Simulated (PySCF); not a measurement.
C6H11As.
Geometry (PBE0-D3(BJ)/def2-SVP, Å), atoms numbered from 1 in this order:
```xyz
18
C6H11As angstrom
C     -2.1411    1.3266    0.4247
C     -1.9128    0.0664    0.0324
C     -0.7975   -0.3967   -0.8001
C     -0.7037   -1.7050   -1.1081
C      0.2289    0.5854   -1.2685
As     1.4613    1.1493    0.2032
C      2.3259   -0.5966    0.4662
H     -3.0055    1.5737    1.0454
H     -1.4775    2.1526    0.1561
H     -2.6128   -0.7165    0.3455
H     -1.4427   -2.4264   -0.7488
H      0.1085   -2.0878   -1.7310
H      0.8317    0.1547   -2.0792
H     -0.2444    1.5049   -1.6475
H      2.5199    1.6918   -0.7588
H      1.6009   -1.2719    0.9419
H      2.6630   -1.0422   -0.4803
H      3.1862   -0.4762    1.1401
```

Method used: PBE0-D3(BJ)/def2-SVP geometry optimisation, gas phase (PySCF 2.14.0).

Masses are those of the commonest isotopes; rigid-rotor values at the optimised geometry. The values belong to one conformer with, in the numbering `[CH2:1]=[CH:2][C:3](=[CH2:4])[CH2:5][AsH:6][CH3:7]`, C1–C2–C3–C4 180°, C2–C3–C5–As6 74°, C3–C5–As6–C7 66°.

(1) What are A, B and C (MHz)?

(2) Classify the top.

(3) Is it planar, by Δ = Ic − Ia − Ib?

(4) Give the other two planar moments, Paa and Pbb, and the rms extents of the mass along the axes.

(5) Which types of transition are allowed, and where do some lines up to J = 5 fall?

## Answers

(1) Ia = 195.54, Ib = 412.36, Ic = 525.36 u·Å²; 505379 MHz·u·Å²/I gives A = 2585, B = 1226, C = 962.0 MHz.

(2) An asymmetric top. Ray's parameter κ = (2B − A − C)/(A − C) = -0.675; −1 is the prolate and +1 the oblate limit.

(3) Not planar: Δ = Ic − Ia − Ib = -82.53 u·Å². For a rigid frame Δ = −2 Σ m c², so Σ m c² = 41.26 u·Å² lies off the ab plane: 14.38 from hydrogen and 26.88 from heavier atoms. The atom farthest from that plane is 1.76 Å away.

(4) Paa = Σ m a² = (Ib + Ic − Ia)/2 = 371.09 and Pbb = Σ m b² = (Ia + Ic − Ib)/2 = 154.27 u·Å². With the mass M = 158.01 u, the rms extents √(P/M) along a, b and c are 1.53, 0.99, 0.51 Å.

(5) The dipole components are |μa| = 0.10 D, |μb| = 0.81 D, |μc| = 0.21 D. Intensities carry the squares of the components, which stand as 0.01 : 1.00 : 0.07 (a : b : c). Some lines, for components of 0.1 D or more:

```csv
type,branch,"J(Ka,Kc)",MHz,lower level (cm⁻¹)
c,Q,"3(1,3) ← 3(0,3)",849,0.432
c,Q,"2(1,2) ← 2(0,2)",1130,0.218
c,Q,"1(1,1) ← 1(0,1)",1359,0.073
b,Q,"2(1,1) ← 2(0,2)",1921,0.218
b,Q,"3(1,2) ← 3(0,3)",2428,0.432
c,Q,"5(2,4) ← 5(1,4)",2677,1.201
b,Q,"4(1,3) ← 4(0,4)",3193,0.713
b,R,"1(1,1) ← 0(0,0)",3547,0.000
b,R,"4(1,3) ← 3(2,2)",5494,0.637
b,Q,"5(2,4) ← 5(1,5)",6553,1.071
c,Q,"5(3,3) ← 5(2,3)",6683,1.325
c,R,"2(2,1) ← 1(1,1)",8979,0.118
b,Q,"4(4,0) ← 4(3,1)",10361,1.181
b,R,"3(3,0) ← 2(2,1)",14040,0.418
b,R,"5(2,4) ← 4(1,3)",14090,0.820
c,R,"5(1,4) ← 4(0,4)",14606,0.713
c,R,"5(2,4) ← 4(1,4)",16706,0.733
b,R,"4(4,0) ← 3(3,1)",19193,0.886
c,R,"5(4,1) ← 4(3,1)",21377,1.181
c,R,"5(4,2) ← 4(3,2)",21396,1.180
b,R,"5(5,1) ← 4(4,0)",24361,1.526
b,R,"5(5,0) ← 4(4,1)",24361,1.526
```

PBE0-D3(BJ)/def2-SVP frequencies: not computed here. No vibrational averaging or centrifugal distortion is included, and the geometry carries the error of its method. A rigid rotor knows nothing of internal rotation, which can split or shift real lines. Quadrupole hyperfine structure (75As) is left out.

On one thread, Arm Neoverse V1 (aarch64), no GPU, shared host with 32 logical CPUs at a one-minute load of 10, this took 2.1 min of wall time and 0.72 GiB of memory at its peak. That covers the optimisation of the geometry.
